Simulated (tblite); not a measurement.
Task: What does the GFN2-xTB structure of `CSCP1(=O)C(C)=C1C` look like in three dimensions?

Result: 
```
atom  x, y, z in Å
C1     2.8029    0.5064   -0.6467
S2     2.9963   -1.1917   -0.0578
C3     1.3137   -1.4606    0.5496
P4     0.1014   -0.9612   -0.7419
O5     0.3252   -1.5139   -2.0821
C6    -0.7597    0.5702   -0.3420
C7    -0.8789    2.0398   -0.3898
C8    -1.4913   -0.5159   -0.0214
C9    -2.8361   -0.8668    0.4686
H10    2.5348    1.1573    0.1823
H11    3.7582    0.8075   -1.0649
H12    2.0346    0.5212   -1.4218
H13    1.1381   -0.9066    1.4711
H14    1.2123   -2.5334    0.7245
H15   -0.1070    2.5117    0.2185
H16   -1.8576    2.3488   -0.0253
H17   -0.7545    2.3891   -1.4148
H18   -3.3431   -1.4941   -0.2645
H19   -3.4250    0.0342    0.6376
H20   -2.7696   -1.4315    1.3985
```

Orientation and origin are arbitrary. Atoms count from 1 in this order. P4 (phosphoryl phosphorus) has angles from 43.9° to 126.6°. Of the pairs four or more bonds apart, P4···H12 is among the closest relative to their van der Waals radii: 2.53 Å, 84 % of the sum of Bondi's values. S2 (sulfide sulfur) is bent (angle 98.6°). The C–C distances run from 1.348 Å (C6=C8, drawn double) to 1.475 Å (C6–C7, drawn single), a spread of 0.127 Å.

Bonds between heavy atoms (Å): C1–S2 1.808, S2–C3 1.809, C3–P4 1.840, P4=O5 1.467, P4–C6 1.802, C6–C7 1.475, C6=C8 1.348, C8–C9 1.474, P4–C8 1.804.

Structure optimised with GFN2-xTB, isolated species.

Point group: C1 (no symmetry element, even within 0.4 Å). Its GFN2-xTB frequencies are all real (lowest 59 cm⁻¹). The numbers are those of one conformer (C1–S2–C3–P4 50°, S2–C3–P4–O5 50°). 3 starts were optimised and ended at 0.00, 0.86 and 0.91 kcal/mol (GFN2-xTB); the lowest of these is shown.

The numbers are calculated, not measured.
